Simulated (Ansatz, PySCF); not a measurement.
Species: C3H6O2 (charge 0, singlet). 
Geometry from a B3LYP-D3(BJ)/def2-TZVP (Ansatz, a first-principles code) optimisation:
```xyz
11

C     -1.8543     0.1696     0.1592
C     -0.4282    -0.1404    -0.2035
O     -0.0723    -0.8339    -1.1211
O      0.4291     0.4670     0.6430
C      1.8231     0.2390     0.3870
H     -2.5223    -0.3365    -0.5316
H     -2.0217     1.2467     0.1188
H     -2.0572    -0.1540     1.1808
H      2.0924     0.5983    -0.6055
H      2.3561     0.7951     1.1531
H      2.0542    -0.8236     0.4535
```

Dipole moments at this geometry, in debye (magnitudes).

| level | program | dipole (D) |
|---|---|---|
| HF/def2-TZVPD | PySCF | 2.06 |
| SVWN5/def2-TZVPD | Ansatz | 1.90 |
| BLYP/def2-TZVPD | Ansatz | 1.88 |
| r2SCAN/def2-TZVPD | PySCF | 1.91 |
| B97M-V/def2-TZVPD | Ansatz | 1.89 |
| BHLYP/def2-TZVPD | Ansatz | 1.96 |
| r2SCANh/def2-TZVPD | Ansatz | 1.92 |
| HSE06/def2-TZVPD | Ansatz | ___ |
| CAM-B3LYP/def2-TZVPD | Ansatz | 1.93 |
| CCSD(T)/aug-cc-pVDZ | Ansatz | ___ |

Q: Some entries are withheld; supply them.

A: 
- HSE06/def2-TZVPD, dipole (D): 1.91
- CCSD(T)/aug-cc-pVDZ, dipole (D): 1.81

Measured: 1.72 D (NIST CCCBDB, as tabulated in the package chemicals), a vibrational average, which may belong to another conformer or a mix. This is an older compilation, not checked against later work.
